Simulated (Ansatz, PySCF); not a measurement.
C4H4N, SMILES [c]1ccc[nH]1, multiplicity 2. Atoms are numbered in the order given.

```xyz
9

C      1.2069    -0.0379     0.0000
C      0.4426    -1.1773     0.0000
C     -0.9152    -0.7038     0.0000
C     -0.8948     0.6770     0.0000
N      0.4315     1.0767     0.0000
H      0.7824    -2.2097     0.0000
H     -1.8079    -1.3276     0.0000
H     -1.7025     1.4055     0.0000
H      0.7635     2.0321     0.0000
```
Charge 0, spin multiplicity 2.

The structure is a stationary point at B3LYP-D3(BJ)/def2-SVP. The isomer is the one that the SMILES or the coordinates give; other isomers of the formula were not compared.

Two levels are set side by side: PBE-D3(BJ)/def2-SVP (Ansatz, an electronic-structure program) and B3LYP-D3(BJ)/def2-SVP (Ansatz). Each level has its own optimised geometry; the coordinates shown are those of the second. Frequencies come from the Hessian of PySCF at each geometry. Differences are taken from unrounded values.

```json
[
 {"quantity": "mean bond length (Å)", "B3LYP-D3(BJ)": "1.245", "PBE-D3(BJ)": "1.252", "PBE-D3(BJ) minus B3LYP-D3(BJ)": "0.006"},
 {"quantity": "bond C1–C2 (Å)", "B3LYP-D3(BJ)": "1.372", "PBE-D3(BJ)": "1.379", "PBE-D3(BJ) minus B3LYP-D3(BJ)": "0.007"},
 {"quantity": "bond C1–N5 (Å)", "B3LYP-D3(BJ)": "1.358", "PBE-D3(BJ)": "1.362", "PBE-D3(BJ) minus B3LYP-D3(BJ)": "0.004"},
 {"quantity": "bond C2–C3 (Å)", "B3LYP-D3(BJ)": "1.438", "PBE-D3(BJ)": "1.440", "PBE-D3(BJ) minus B3LYP-D3(BJ)": "0.002"},
 {"quantity": "bond C3–C4 (Å)", "B3LYP-D3(BJ)": "1.381", "PBE-D3(BJ)": "1.390", "PBE-D3(BJ) minus B3LYP-D3(BJ)": "0.009"},
 {"quantity": "bond C4–N5 (Å)", "B3LYP-D3(BJ)": "1.385", "PBE-D3(BJ)": "1.389", "PBE-D3(BJ) minus B3LYP-D3(BJ)": "0.003"},
 {"quantity": "bond C2–H6 (Å)", "B3LYP-D3(BJ)": "1.087", "PBE-D3(BJ)": "1.095", "PBE-D3(BJ) minus B3LYP-D3(BJ)": "0.008"},
 {"quantity": "bond C3–H7 (Å)", "B3LYP-D3(BJ)": "1.089", "PBE-D3(BJ)": "1.097", "PBE-D3(BJ) minus B3LYP-D3(BJ)": "0.008"},
 {"quantity": "bond C4–H8 (Å)", "B3LYP-D3(BJ)": "1.088", "PBE-D3(BJ)": "1.096", "PBE-D3(BJ) minus B3LYP-D3(BJ)": "0.008"},
 {"quantity": "bond N5–H9 (Å)", "B3LYP-D3(BJ)": "1.011", "PBE-D3(BJ)": "1.019", "PBE-D3(BJ) minus B3LYP-D3(BJ)": "0.007"},
 {"quantity": "highest harmonic wavenumber (cm⁻¹)", "B3LYP-D3(BJ)": "3666", "PBE-D3(BJ)": "3586", "PBE-D3(BJ) minus B3LYP-D3(BJ)": "-81"},
 {"quantity": "mean harmonic wavenumber (cm⁻¹)", "B3LYP-D3(BJ)": "1448", "PBE-D3(BJ)": "1408", "PBE-D3(BJ) minus B3LYP-D3(BJ)": "-40"},
 {"quantity": "zero-point energy (kcal/mol)", "B3LYP-D3(BJ)": "43.48", "PBE-D3(BJ)": "42.27", "PBE-D3(BJ) minus B3LYP-D3(BJ)": "-1.21"}
]
```

Exact exchange shortens and stiffens bonds; PBE has none. Differences between two approximate levels are no errors against the true value.
